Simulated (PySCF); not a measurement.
Geometries of 2 isomers of C2H7GaO, from PBE0-D3(BJ)/def2-SVP geometry optimisation, gas phase in PySCF 2.14.0. One conformer each, no zero-point energy, no frequencies.

Question: Which isomer lies lower at this level?
A.
```xyz
11
angstrom
Ga     0.915    1.831   -0.931
H      2.267    2.146   -1.637
H     -0.446    2.606   -0.954
O      0.958    0.352    0.065
C     -0.122   -0.192    0.770
C     -0.587   -1.491    0.142
H      0.198   -0.381    1.812
H     -0.975    0.516    0.831
H     -1.386   -1.957    0.740
H     -0.974   -1.318   -0.875
H      0.252   -2.199    0.068
```
B.
```xyz
11
angstrom
C     -2.164   -0.405    0.255
O     -0.791   -0.567    0.421
Ga     0.476    0.569   -0.131
C      2.296   -0.004    0.278
H     -2.578   -1.199   -0.396
H     -2.683   -0.482    1.228
H     -2.446    0.569   -0.194
H     -0.060    1.863   -0.844
H      2.324   -1.091    0.442
H      2.643    0.491    1.200
H      2.996    0.262   -0.527
```

Answer: B. That is `C[O][GaH][CH3]`, 3.7 kcal/mol below the other.

```csv
SMILES,atoms numbered as above,E (Eh),relative (kcal/mol),relative (kJ/mol),dipole (D)
C[O][GaH][CH3],[CH3:1][O:2][GaH:3][CH3:4],-2079.71906,0.0,0.0,0.97
[H][Ga]([H])[O]CC,–,-2079.71312,3.7,15.6,1.05
```
